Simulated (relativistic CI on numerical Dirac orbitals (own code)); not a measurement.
# Cu4+ in a cubic cluster: L2,3 absorption with charge transfer

Computed with a charge-transfer multiplet model of a cubic metal-ligand cluster with up to 3 ligand holes, Slater and spin-orbit integrals from Dirac-Coulomb-Breit ions, Slater integrals scaled by 0.8. The ground state mixes d7 with configurations of k ligand holes L, whose averages lie at kΔ + k(k − 1)U_dd/2; a core hole lowers each added d electron by U_cd. 20 K, Lorentzian 0.4 eV and Gaussian 0.3 eV FWHM.

Atomic integrals in eV (Slater integrals scaled, ζ unscaled), ground: F2dd 11.838, F4dd 7.422, zeta_d 0.120; with the core hole: F2dd 12.413, F4dd 7.786, zeta_d 0.150, zeta_core 13.370, F2cd 7.564, G1cd 5.867, G3cd 3.340.

Cluster parameters (eV): Δ = 1.1, U_dd = 7.2, 10Dq = 0.5, 10Dq(ligand) = 1.4, V(eg) = 3.2, V(t2g) = -1.58, final-state hopping factor = 1.

Weights, n_d and S are thermal averages at 20 K. Photon energies count from the first peak over 30 % of the highest in each spectrum, which can be another peak from case to case. The parameters are a model scan and need not match a compound or its usual spin state. Peaks in eV (height, largest 100): 0.0 (42), 1.0 (100), 1.9 (97), 4.0 (15), 20.5 (9), 21.7 (46), 22.5 (19), 23.4 (9).

Which parameters give this spectrum?
A. U_cd = 7.5 eV
B. U_cd = 8.1 eV
C. U_cd = 9.3 eV
D. U_cd = 11.1 eV
E. U_cd = 9.9 eV

A. U_cd = 7.5 eV; the ground state then has 7.75 d electrons and S = 0.66. The choice follows from running the model for each set and comparing peak positions and heights.
